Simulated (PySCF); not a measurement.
# Electronic absorption of C6H7FO

Species: C6H7FO.
SMILES: `C/C(C(F)=O)=C\C=C`

The calculation used TDDFT CAM-B3LYP/def2-SVPD, vertical, gas phase, core orbitals frozen in the response (PySCF 2.14.0, density-fitted response routines). The structure is a single GFN2-xTB conformer in the gas phase; no vibrational or solvent corrections. Torsions of this conformer, `[CH2:1]=[CH:2]/[CH:3]=[C:4](\[CH3:5])[C:6](=[O:7])[F:8]`: C1–C2–C3–C4 180°, C3–C4–C6–O7 -179°.

| state | λ (nm) | E (eV) | f | main configurations (H = HOMO, L = LUMO) |
| --- | --- | --- | --- | --- |
| S1 | 250.2 | 4.96 | 0.740 | H→L (98%) |
| S2 | 238.2 | 5.20 | 0.0001 | H-1→L (86%), H-1→L+2 (10%) |
| S3 | 181.6 | 6.83 | 0.0001 | H-3→L (86%) |
| S4 | 178.1 | 6.96 | 0.010 | H-2→L (65%), H→L+2 (31%) |
| S5 | 176.4 | 7.03 | 0.0091 | H→L+1 (94%) |
| S6 | 168.2 | 7.37 | 0.0073 | H-5→L (66%), H→L+2 (8%) |
| S7 | 167.9 | 7.38 | 0.045 | H→L+2 (56%), H-2→L (26%), H-5→L (12%) |
| S8 | 165.0 | 7.52 | 0.0070 | H→L+4 (53%), H→L+3 (41%) |

Triplets, Tamm–Dancoff:

```tsv
state	E (eV)	λ (nm)	main configurations (H = HOMO, L = LUMO)
T1	2.66	465.9	H→L (94%)
T2	4.69	264.2	H-2→L (59%), H→L+2 (31%)
T3	4.76	260.4	H-1→L (82%), H-1→L+2 (12%)
```

The lowest singlet comes at 250 nm (478 kJ/mol) in the ultraviolet; it is strong; its leading configuration is HOMO→LUMO (98%). The lowest level is also the most intense of those listed (f = 0.740). Löwdin shares by element: HOMO carbon 76% or more (atoms not listed hold the other 24%); LUMO carbon 64% or more (atoms not listed hold the other 36%). The listed states span 2.56 eV, and the widest gap between neighbours is 1.62 eV (S2 to S3). Orbital energies (eV): HOMO-3 -12.02, HOMO-2 -11.31, HOMO-1 -10.47, HOMO -8.63, LUMO -1.39, LUMO+1 1.20, LUMO+2 1.52. Weighted by f, the mean energy of these states is 5.18 eV. The window holds the lowest 8 singlets.

On one thread of an Arm Neoverse V1, no GPU, on a shared host, this took 55 s of wall time and 1.0 GiB of memory at its peak.
